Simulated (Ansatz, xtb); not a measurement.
**Relative energy of two isomers of C2H8BrNSi**

Structure X: `C[Si](C)(N)Br`, a singlet. Structure Y: `C[Si@@H](Br)CN`, a singlet. Both are isolated molecules in the gas phase, relaxed with PBE0-D3(BJ)/def2-SVP; the shapes shown needn't be the lowest conformers.

X (Å):

```xyz
13

C    -1.2459    0.9678    1.1586
C    -0.8872   -1.3501   -0.9186
Br    0.9654   -1.4066    1.8271
N    -2.3515   -1.7043    1.5865
Si   -1.0270   -0.8619    0.8753
H    -2.1779    1.3180    0.6880
H    -0.4007    1.5287    0.7329
H    -1.2907    1.1964    2.2345
H    -0.0339   -0.8424   -1.3920
H    -0.7287   -2.4347   -1.0196
H    -1.8070   -1.0796   -1.4604
H    -2.6150   -1.4769    2.5401
H    -2.4250   -2.7058    1.4384
```

Y (Å):

```xyz
13

C    -2.1687    1.1977    0.8373
C    -1.2414   -1.6851   -0.0977
Br   -1.1272   -1.0062    3.1483
N    -0.3703   -2.8303    0.1264
Si   -0.9557   -0.2088    1.0497
H    -2.0904    1.6163   -0.1791
H    -1.9680    2.0036    1.5588
H    -3.2005    0.8468    0.9904
H     0.4556    0.2657    0.9175
H    -2.2951   -2.0038   -0.0101
H    -1.1341   -1.3403   -1.1426
H     0.6056   -2.5648    0.0042
H    -0.4545   -3.1438    1.0930
```

Question: Which of the two would you expect CCSD(T)/def2-SVP + ΔMP2/def2-TZVPP electronic energies to favour?

Answer: Structure X; the calculation gives E(Y) − E(X) = +38.3 kcal/mol.

The same difference at several levels:

```csv
level,geometry,E(Y) − E(X) (kcal/mol),departure from the last row (kcal/mol),"job, with rough time for the two"
GFN2-xTB,GFN2-xTB,+20.7,−17.6,"optimisation, 0.13 s"
HF/STO-3G,GFN2-xTB,+29.2,−9.0,"single point, 0.42 s"
r2SCAN-D4/def2-SVP,GFN2-xTB,+36.2,−2.1,"single point, 2.7 s"
PBE0-D3(BJ)/def2-SVP,PBE0-D3(BJ)/def2-SVP,+34.3,−4.0,"optimisation, 30 s"
HF/def2-SVP,PBE0-D3(BJ)/def2-SVP,+36.3,−2.0,part of the CCSD(T) run
MP2/def2-SVP,PBE0-D3(BJ)/def2-SVP,+36.5,−1.8,part of the CCSD(T) run
CCSD(T)/def2-SVP,PBE0-D3(BJ)/def2-SVP,+34.4,−3.9,single point
CCSD(T)/def2-SVP + ΔMP2/def2-TZVPP,PBE0-D3(BJ)/def2-SVP,+38.3,,"single point, 34 s"
```

As drawn, Y has 1 C–N, 1 Si–H in place of 1 N–Si, 1 C–H.

None of the levels shown reverses the order. The largest departure from CCSD(T)/def2-SVP + ΔMP2/def2-TZVPP is that of GFN2-xTB, 17.6 kcal/mol. The last row adds to CCSD(T) the change of the MP2 difference between the two basis sets, here +3.9 kcal/mol, a large step that makes the value less sure.

With thermal terms from frequencies at re-optimised GFN2-xTB minima (ideal gas, soft modes damped towards free rotors, one conformer each, 298.15 K, 1 atm): on the last row, ΔE + ΔZPE = +38.0, ΔH = +37.5, ΔG = +38.4 kcal/mol.

The correlated steps freeze 17 core orbitals; the filled d shell of Br is correlated, in a basis made for valence electrons. Mirror images aren't counted in ΔG. Programs: Ansatz 0.2.0, xtb 6.7.1; the last row on 2 threads of Intel(R) Xeon(R) 6975P-C (Granite Rapids) on a shared host.
